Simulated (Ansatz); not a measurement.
Relaxation of FH5NO3Ti (11 atoms, charge 0, multiplicity 2), to a largest force component of 0.03 eV/Å in at most 50 steps.

Level of theory: UKS PBE/def2-SVP (Ansatz).

```xyz
11
Properties=species:S:1:pos:R:3
Ti -0.274 0.243 0.314
F -0.700 1.250 1.774
O 1.518 0.063 0.152
H 2.001 -0.666 0.585
O -0.821 1.171 -1.130
H -1.756 1.228 -1.418
O -1.205 -1.300 0.299
H -0.914 -1.883 1.030
N 0.349 -0.818 2.670
H -0.426 -0.649 3.344
H 1.137 -0.287 3.097
```

Question: Where does it end, and by what steps?

Answer: It converged. After 48 steps the energy has fallen by 0.172 eV; H10 moved furthest, 1.48 Å.

```json
{"step": "0", "energy less start (eV)": "0.0000", "largest force component (eV/Å)": "0.261", "accepted": "yes"}
{"step": "2", "energy less start (eV)": "-0.0079", "largest force component (eV/Å)": "0.055", "accepted": "yes"}
{"step": "4", "energy less start (eV)": "-0.0161", "largest force component (eV/Å)": "0.245", "accepted": "yes"}
{"step": "6", "energy less start (eV)": "-0.0194", "largest force component (eV/Å)": "0.283", "accepted": "no"}
{"step": "8", "energy less start (eV)": "-0.0270", "largest force component (eV/Å)": "0.124", "accepted": "yes"}
{"step": "10", "energy less start (eV)": "-0.0286", "largest force component (eV/Å)": "0.084", "accepted": "yes"}
{"step": "12", "energy less start (eV)": "-0.0291", "largest force component (eV/Å)": "0.031", "accepted": "yes"}
{"step": "14", "energy less start (eV)": "-0.0295", "largest force component (eV/Å)": "0.032", "accepted": "yes"}
{"step": "16", "energy less start (eV)": "-0.0298", "largest force component (eV/Å)": "0.066", "accepted": "yes"}
{"step": "18", "energy less start (eV)": "-0.0303", "largest force component (eV/Å)": "0.099", "accepted": "yes"}
{"step": "20", "energy less start (eV)": "-0.0310", "largest force component (eV/Å)": "0.130", "accepted": "yes"}
{"step": "22", "energy less start (eV)": "-0.0318", "largest force component (eV/Å)": "0.181", "accepted": "yes"}
{"step": "24", "energy less start (eV)": "-0.0328", "largest force component (eV/Å)": "0.063", "accepted": "yes"}
{"step": "26", "energy less start (eV)": "-0.0348", "largest force component (eV/Å)": "0.209", "accepted": "yes"}
{"step": "28", "energy less start (eV)": "-0.0365", "largest force component (eV/Å)": "0.160", "accepted": "yes"}
{"step": "30", "energy less start (eV)": "-0.0377", "largest force component (eV/Å)": "0.160", "accepted": "yes"}
{"step": "32", "energy less start (eV)": "-0.0387", "largest force component (eV/Å)": "0.107", "accepted": "yes"}
{"step": "34", "energy less start (eV)": "-0.0400", "largest force component (eV/Å)": "0.200", "accepted": "yes"}
{"step": "36", "energy less start (eV)": "-0.0448", "largest force component (eV/Å)": "0.390", "accepted": "yes"}
{"step": "38", "energy less start (eV)": "-0.0660", "largest force component (eV/Å)": "0.493", "accepted": "yes"}
{"step": "40", "energy less start (eV)": "-0.1165", "largest force component (eV/Å)": "0.762", "accepted": "yes"}
{"step": "42", "energy less start (eV)": "-0.1455", "largest force component (eV/Å)": "0.516", "accepted": "yes"}
{"step": "44", "energy less start (eV)": "-0.1687", "largest force component (eV/Å)": "0.105", "accepted": "yes"}
{"step": "46", "energy less start (eV)": "-0.1699", "largest force component (eV/Å)": "0.182", "accepted": "yes"}
{"step": "48", "energy less start (eV)": "-0.1721", "largest force component (eV/Å)": "0.030", "accepted": "yes"}
```

```xyz
11
Properties=species:S:1:pos:R:3
Ti -0.057 0.386 0.548
F -0.068 1.907 1.464
O 1.551 -0.238 0.006
H 2.254 -0.302 0.680
O -0.809 0.823 -1.032
H -1.742 0.818 -1.306
O -1.456 -0.822 1.048
H -1.351 -1.769 0.839
N 0.362 -0.582 2.522
H 0.472 -1.602 2.653
H -0.250 -0.268 3.294
```

Whether the end is a true minimum wasn't checked by a vibrational analysis.

The run took 2.8 min on 4 threads of Arm Neoverse V1, on a shared host, peak memory 0.25 GiB.
